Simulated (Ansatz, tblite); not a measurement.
Cost and result up the ladder for 1-butyl-3-methylimidazolium dicyanamide, `CCCCn1cc[n+](C)c1.N#C[N-]C#N` (30 atoms). Charge 0, multiplicity 1. Geometry: r2SCAN-D4/def2-SVP.

| atom | x (Å) | y (Å) | z (Å) |
| --- | --- | --- | --- |
| C1 | -2.6334 | -2.0101 | -2.7282 |
| C2 | -1.4094 | -1.2125 | -2.2942 |
| C3 | -0.5526 | -1.9521 | -1.2696 |
| C4 | 0.7002 | -1.2021 | -0.8346 |
| N5 | 0.3942 | 0.0777 | -0.1835 |
| C6 | 0.5629 | 1.3422 | -0.7098 |
| C7 | 0.2433 | 2.2361 | 0.2752 |
| N8 | -0.1335 | 1.4965 | 1.3773 |
| C9 | -0.4684 | 2.0582 | 2.6798 |
| C10 | -0.0204 | 0.1951 | 1.0838 |
| H11 | -2.3428 | -2.9697 | -3.1859 |
| H12 | -3.2352 | -1.4570 | -3.4654 |
| H13 | -3.2850 | -2.2381 | -1.8687 |
| H14 | -0.7879 | -0.9696 | -3.1767 |
| H15 | -1.7311 | -0.2415 | -1.8738 |
| H16 | -1.1575 | -2.2000 | -0.3775 |
| H17 | -0.2221 | -2.9212 | -1.6835 |
| H18 | 1.3018 | -1.7685 | -0.1022 |
| H19 | 1.3407 | -0.9637 | -1.6973 |
| H20 | 0.9233 | 1.4971 | -1.7233 |
| H21 | 0.3097 | 3.3196 | 0.3125 |
| H22 | -0.5653 | 1.2390 | 3.4025 |
| H23 | -1.4162 | 2.6113 | 2.6138 |
| H24 | 0.3621 | 2.7207 | 2.9740 |
| H25 | -0.1511 | -0.6325 | 1.7769 |
| N26 | 2.4842 | 3.0118 | 2.2594 |
| C27 | 2.9377 | 1.9205 | 2.2328 |
| N28 | 3.4963 | 0.7443 | 2.1945 |
| C29 | 2.8142 | -0.3515 | 2.0638 |
| N30 | 2.2415 | -1.3797 | 1.9285 |

Ansatz on 4 threads of AMD EPYC 7R43 on a shared host; xTB runs through tblite on one thread. Times are rough, summed over both states, and most runs start from the orbitals of an earlier one. PBE0-D4/def2-SVP serves as the yardstick here, not as an exact answer. The other state is a doublet.

The xTB rows come from tblite.

Raw xTB energies of ions are shifted by several eV.

| level | functions | vertical IE (eV) | difference from PBE0-D4/def2-SVP (eV) |
| --- | --- | --- | --- |
| GFN2-xTB | 75 | 12.19 | 4.62 |
| GFN1-xTB | 90 | 12.61 | 5.03 |
| PBE0-D4/def2-SVP | 285 | 7.57 | 0.00 |
| PBE-D4/def2-SVP | 285 | 7.42 | -0.16 |

Question: Estimate how long each takes.

Answer: GFN2-xTB 0.13 s; GFN1-xTB 0.17 s; PBE-D4/def2-SVP 22 s; PBE0-D4/def2-SVP 45 s. On shared hardware such times vary by a factor of up to 3.
